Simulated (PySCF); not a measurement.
sulfur hexafluoride (F6S), SMILES FS(F)(F)(F)(F)F.

Geometry optimised at TPSSh-D3(BJ)/def2-SVP.

The numbers are results of PySCF with TDA-PBE0/def2-SVPD, not measurements.

Vertical excitations; the highest root listed may be one member of a degenerate set. The molecule is in vacuum. State labels are in the subgroup D2h.

Computed lowest excited states:
| state | symmetry | energy (eV) | λ (nm) | f | main pairs |
|---|---|---|---|---|---|
| S1 | B3g | 8.12 | 153 | 0.000 | HOMO→LUMO (degenerate set) |
| S2 | B2g | 8.12 | 153 | 0.000 | HOMO−1→LUMO (degenerate set) |
| S3 | B1g | 8.12 | 153 | 0.000 | HOMO−2→LUMO (degenerate set) |
| S4 | B3u | 9.16 | 135 | 0.000 | HOMO−3→LUMO (degenerate set) |
| S5 | B1u | 9.16 | 135 | 0.000 | HOMO−5→LUMO (degenerate set) |
| S6 | B2u | 9.16 | 135 | 0.000 | HOMO−4→LUMO (degenerate set) |
| S7 | B1u | 9.53 | 130 | 0.066 | HOMO−8→LUMO (degenerate set) |
| S8 | B3u | 9.53 | 130 | 0.066 | HOMO−6→LUMO (degenerate set) |
| S9 | B2u | 9.53 | 130 | 0.066 | HOMO−7→LUMO (degenerate set) |
| S10 | B3g | 11.48 | 108 | 0.000 | HOMO−11→LUMO 95 % |
| T1 | B3g | 7.61 | 163 | 0 | HOMO→LUMO (degenerate set) |
| T2 | B2g | 7.61 | 163 | 0 | HOMO−1→LUMO (degenerate set) |
| T3 | B1g | 7.61 | 163 | 0 | HOMO−2→LUMO (degenerate set) |
| T4 | B3u | 8.64 | 144 | 0 | HOMO−3→LUMO 94 % |
Triplets are in the Tamm–Dancoff approximation.
